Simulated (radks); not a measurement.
Question: All-electron atom: Ge4- in [Kr]. Method: scalar-relativistic Kohn-Sham, LB94 model potential, spin-unpolarised, spherical densities, finite nucleus; Fermi nuclear charge, rms radius 4.0742 fm; Watson sphere of charge +4 and radius 3.93 bohr; computed with a radial shooting solver on a logarithmic mesh with Libxc functionals. Some entries of the table are withheld. Estimate them.

orbital,occ.,eigenvalue (eV),<r> (bohr)
1s,2,-11045.01,0.04690
2s,2,-1392.670,0.2094
2p,6,-1220.488,(1)
3s,2,-172.2451,(2)
3p,6,-119.7806,0.6486
3d,10,-33.8345,0.7279
4s,2,-13.9066,2.244
4p,6,-7.1850,3.487

Answer: 
(1) 2p <r> (bohr): 0.1829
(2) 3s <r> (bohr): 0.6265
